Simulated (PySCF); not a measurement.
GaI3, SMILES [I][Ga]([I])[I].

Coordinates come from a PBE-D3(BJ)/def2-SVP optimisation. The isomer is the one that the SMILES or the coordinates give; other isomers of the formula were not compared. The def2 effective core potentials stand for the cores of I; spin–orbit coupling is left out.

All values below come from PBE-D3(BJ)/def2-SVP (PySCF).

Frequencies are harmonic and unscaled.

Modes within 1.5 cm⁻¹ of each other (mostly degenerate sets) share a row, with their intensities summed.

Computed normal modes with their intensities:
```json
[
 {"mode": "1–2", "ν (cm⁻¹)": "57", "IR (km/mol)": "1.3", "Raman (Å⁴/amu)": "7.6", "depolarisation": "0.75", "moving atoms (share of kinetic energy)": "I 89 %, Ga 11 %"},
 {"mode": "3", "ν (cm⁻¹)": "87", "IR (km/mol)": "1.1", "Raman (Å⁴/amu)": "0.0", "depolarisation": "–", "moving atoms (share of kinetic energy)": "Ga 85 %, I 15 %"},
 {"mode": "4", "ν (cm⁻¹)": "153", "IR (km/mol)": "0.0", "Raman (Å⁴/amu)": "17.3", "depolarisation": "0.11", "moving atoms (share of kinetic energy)": "I 100 %"},
 {"mode": "5–6", "ν (cm⁻¹)": "281", "IR (km/mol)": "106.2", "Raman (Å⁴/amu)": "5.7", "depolarisation": "0.75", "moving atoms (share of kinetic energy)": "Ga 74 %, I 26 %"}
]
```
